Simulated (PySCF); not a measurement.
# Electron correlation in Al (aluminium, neutral)

[Ne] 3s2 4s1, 2S determinant (an excited configuration). All numbers are calculated (PySCF 2.14, the spin-free X2C one-electron Hamiltonian (Gaussian nucleus), in x2c-QZVPPall with one added diffuse shell each of s, p, d, f type (10s7p5d3f1g, 86 functions)). Frozen: 1s2; 11 electrons correlated.

```tsv
level	correlation energy (mhartree)
CCSD	-216.26
(T)	-3.47
CCSD(T)	-219.73
```

Diagnostics: T1 = 0.012, D1 = 0.0520, largest double amplitude 0.087.

The outer electron is Rydberg-like, and this basis confines it to a smaller radius and binds it less than a complete one would.

Cost of the coupled-cluster step: about 40 core-seconds, for 11 correlated electrons.

This basis was not built for core-valence correlation, so the inner-shell part is incomplete.
